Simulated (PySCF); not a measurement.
F4MoO, charge +1, doublet, at a GFN2-xTB geometry (such geometries of metal compounds can be far from the true shape) (the multiplicity is a formal guess) (core potentials on Mo). Base run: DF-B3LYP/def2-SV(P) (PySCF).

Here is a job for PySCF.
```python
from pyscf import gto, scf, dft

mol = gto.M(
    atom='''
Mo    0.047004   -0.025919    0.044290
O     1.177714   -0.649422    1.109724
F    -1.151938    0.635209   -1.085436
F     0.024902    1.543591    0.788292
F     1.035474   -0.292906   -1.358933
F    -1.174645   -1.187673    0.462968
''',
    basis='def2-sv(p)',
    ecp={'Mo': 'def2-sv(p)'},
    charge=1,
    spin=1,
    verbose=4,
)

mf = dft.UKS(mol)
mf.xc = 'b3lyp'
mf = mf.density_fit(auxbasis='def2-universal-jkfit')
mf.kernel()
mf.analyze()
```

The base run was repeated with changes; each row names its change, and settings that it needs were set with it.

| change | E (Eh) | HOMO (eV) | <S^2> | core-seconds (rough) |
|---|---|---|---|---|
| base | -542.05466 | -18.55 | 0.766 | 10 |
| functional = pw6b95 | -542.51601 | -19.11 | 0.770 | 20 |
| functional = wb97x | -541.88929 | -21.46 | 0.773 | 10 |
| functional = x3lyp | -541.87775 | -18.64 | 0.767 | 10 |
| functional = pbe0; dispersion = d3bjm | -541.56672 | -18.93 | 0.769 | 10 |
| functional = bp86 | -542.18224 | -16.95 | 0.757 | 10 |
| functional = blyp; dispersion = d3bjm | -542.05752 | -16.67 | 0.757 | 20 |
| functional = wb97x_v | -541.80107 | -21.44 | 0.771 | 100 |
| functional = pbe; dispersion = d3zero | -541.68124 | -16.81 | 0.757 | 20 |
| functional = b3lyp5 | -541.83981 | -18.45 | 0.766 | 10 |
| functional = pw91,pw91 | -542.03589 | -16.89 | 0.757 | 20 |
| functional = pbe; dispersion = d3bj | -541.68402 | -16.81 | 0.757 | 10 |
| functional = mn15 | -541.47627 | -19.86 | 0.769 | 20 |

Totals shift with the method and basis; they matter in differences.

Open shells are given as the SCF converged; they aren't shown to be the lowest states, and a large step between rows can be another state.
